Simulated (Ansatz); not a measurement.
`SC#Cc1ccc(C#Cc2ccc(C#Cc3ccc(S)cc3)cc2)cc1`, 40 atoms. Hardware: 2 threads of AMD EPYC 7R13 on a shared host and a share (18 GiB) of an NVIDIA H100 80GB HBM3.

Single mean-field runs in def2-SVP, def2-TZVP are fitted with def2-universal-jkfit.

**Question.** How many basis functions does each of these Ansatz runs have, and roughly what does it cost? PBE-D4/def2-TZVP, charge 1 doublet at the geometry of the charge 0 singlet, energy, from earlier orbitals; PBE0-D4/def2-TZVP, charge 1 doublet at the geometry of the charge 0 singlet, energy; PBE0-D4/def2-TZVP, charge -1 doublet at the geometry of the charge 0 singlet, energy; PBE0-D4/def2-TZVP, charge 0 singlet, energy, from earlier orbitals; PBE0-D4/def2-SVP, charge 0 singlet, energy, from earlier orbitals; r2SCAN-D4/def2-SVP, charge 0 singlet, relaxation, 38 steps; PBE0-D4/def2-TZVP, charge 0 triplet at the geometry of the charge 0 singlet, energy; r2SCAN-D4/def2-TZVP, charge 0 singlet, energy and forces, from earlier orbitals; PBE-D4/def2-TZVP, charge 0 singlet, energy, from earlier orbitals; PBE-D4/def2-SVP, charge 0 singlet, energy, from earlier orbitals; PBE-D4/def2-TZVP, charge 0 triplet at the geometry of the charge 0 singlet, energy, from earlier orbitals; PBE-D4/def2-TZVP, charge -1 doublet at the geometry of the charge 0 singlet, energy, from earlier orbitals.

**Answer.** Other jobs shared the machine, so times can vary by a factor of up to 3.

| run | functions | fitting or Cholesky vectors | wall time | peak host memory (GiB) |
| --- | --- | --- | --- | --- |
| PBE-D4/def2-SVP, charge 0 singlet, energy, from earlier orbitals | 442 | 2308 | 5.5 s | 0.86 |
| PBE-D4/def2-TZVP, charge 0 singlet, energy, from earlier orbitals | 902 | 2308 | 8.6 s | 1.1 |
| r2SCAN-D4/def2-TZVP, charge 0 singlet, energy and forces, from earlier orbitals | 902 | 2308 | 11 s | 1.1 |
| PBE-D4/def2-TZVP, charge 1 doublet at the geometry of the charge 0 singlet, energy, from earlier orbitals | 902 | 2308 | 11 s | 1.2 |
| PBE-D4/def2-TZVP, charge -1 doublet at the geometry of the charge 0 singlet, energy, from earlier orbitals | 902 | 2308 | 12 s | 1.2 |
| PBE0-D4/def2-SVP, charge 0 singlet, energy, from earlier orbitals | 442 | 2308 | 12 s | 0.85 |
| PBE-D4/def2-TZVP, charge 0 triplet at the geometry of the charge 0 singlet, energy, from earlier orbitals | 902 | 2308 | 13 s | 1.3 |
| PBE0-D4/def2-TZVP, charge 1 doublet at the geometry of the charge 0 singlet, energy | 902 | 2308 | 13 s | 1.5 |
| PBE0-D4/def2-TZVP, charge 0 singlet, energy, from earlier orbitals | 902 | 2308 | 14 s | 1.1 |
| PBE0-D4/def2-TZVP, charge -1 doublet at the geometry of the charge 0 singlet, energy | 902 | 2308 | 18 s | 1.5 |
| PBE0-D4/def2-TZVP, charge 0 triplet at the geometry of the charge 0 singlet, energy | 902 | 2308 | 23 s | 1.6 |
| r2SCAN-D4/def2-SVP, charge 0 singlet, relaxation, 38 steps | 442 | 2308 | 2.9 min | 0.94 |
